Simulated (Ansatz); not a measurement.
Mulliken charges of Cl3H4InOSi, SMILES `[SiH3][OH+][In-]([Cl])([Cl])[Cl]` from PBE/def2-TZVPP in Ansatz (PBE0-D4/def2-TZVP geometry).

```
atom   x (Å)   y (Å)   z (Å)  charge (e)
 Si1   0.487  -1.350   0.918       0.340
  O2   0.711   0.091   0.053      -0.320
 In3  -0.862   1.429  -0.901       0.879
 Cl4  -2.338  -0.282  -1.421      -0.349
 Cl5   0.680   2.121  -2.498      -0.361
 Cl6  -1.418   2.854   0.829      -0.338
  H7   1.657  -1.511   1.812      -0.031
  H8   0.394  -2.484  -0.026      -0.024
  H9  -0.765  -1.132   1.666      -0.007
 H10   1.536   0.212  -0.430       0.211
```

Problem. By hand: the dipole of these point charges (1 e Å = 4.8032 D).

Solution. Σ q r = (0.499, -0.705, 0.463) e Å, of length 0.980 e Å = 4.71 D.

Problem. How does the dipole of the full density compare? (An estimate is asked.)

Solution. Computed: (0.610, -0.625, 0.348) e Å, 4.52 D; the point charges give 1.04 times that, at 10° from its direction.

Point charges leave out the atoms' own dipoles, such as those of lone pairs, and Mulliken's split depends on the basis, so the close match here is no proof of good charges.
